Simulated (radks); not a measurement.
Task: Neutral terbium: order these configurations by energy. Calculated with a radial shooting solver on a logarithmic mesh with Libxc functionals: Dirac Kohn-Sham, PBE, spin-unpolarised, spherical densities, finite nucleus; Fermi nuclear charge, rms radius of each element as measured or else 0.836 A^(1/3) + 0.57 fm. Sub-shells are occupied by j as written (lower j first in brackets). [Xe] 4f(5/2: 5, 7/2: 3) 5d(3/2: 1, 5/2: 0) 6s2; [Xe] 4f(5/2: 5, 7/2: 3) 6s2 6p(1/2: 1, 3/2: 0); [Xe] 4f(5/2: 6, 7/2: 2) 5d(3/2: 1, 5/2: 0) 6s2; [Xe] 4f(5/2: 6, 7/2: 2) 6s2 6p(1/2: 1, 3/2: 0); [Xe] 4f(5/2: 6, 7/2: 3) 6s2.

Result: From the lowest, in eV above it: [Xe] 4f(5/2: 6, 7/2: 3) 6s2 0.000; [Xe] 4f(5/2: 6, 7/2: 2) 5d(3/2: 1, 5/2: 0) 6s2 3.384; [Xe] 4f(5/2: 5, 7/2: 3) 5d(3/2: 1, 5/2: 0) 6s2 4.226; [Xe] 4f(5/2: 6, 7/2: 2) 6s2 6p(1/2: 1, 3/2: 0) 5.002; [Xe] 4f(5/2: 5, 7/2: 3) 6s2 6p(1/2: 1, 3/2: 0) 5.847.
